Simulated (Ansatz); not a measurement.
`C=C[Si](N)(N)O` → `[OH]`• + `C=C[Si](N)N`•  (homolysis of the O–Si bond)

Program: Ansatz. Geometries: PBE0-D4/def2-TZVP. ΔE: electronic, gas phase. CCSD(T)/CBS is the MP2 limit (def2-TZVPP, def2-QZVPP) plus CCSD(T) − MP2 in def2-TZVPP, frozen cores. This one scheme is used for every species. Functionals use def2-TZVPP. No spin–orbit coupling; open shells (•) take unrestricted orbitals. One conformer a species, not always the lowest.

```
             level  ΔE (eV)
         r2SCAN-D4     5.67
              PBE0     5.65
CCSD(T)/def2-TZVPP     5.90
    CCSD/CBS(def2)     5.94
```

Question: What does CCSD(T)/CBS give? (An estimate is asked.)

Answer: The calculation gave: +6.03 eV. The listed levels differ from it by -0.36, -0.38, -0.13, -0.09 eV.

Largest T1 diagnostic among the species: 0.023.

In def2-TZVPP, CCSD(T) changes the Hartree–Fock value by +1.38 eV (the triples alone add +0.09 eV) and MP2 by +1.83 eV; breaking electron pairs costs correlation energy, which Hartree–Fock lacks. The D4 term adds +0.09 eV with B3LYP and +0.05 eV with PBE0; it sums over pairs of atoms, weighted by their polarisabilities, and B3LYP, whose exchange is more repulsive, gets the larger term.

B3LYP here is the variant with VWN-RPA as its local correlation; programs differ in this.
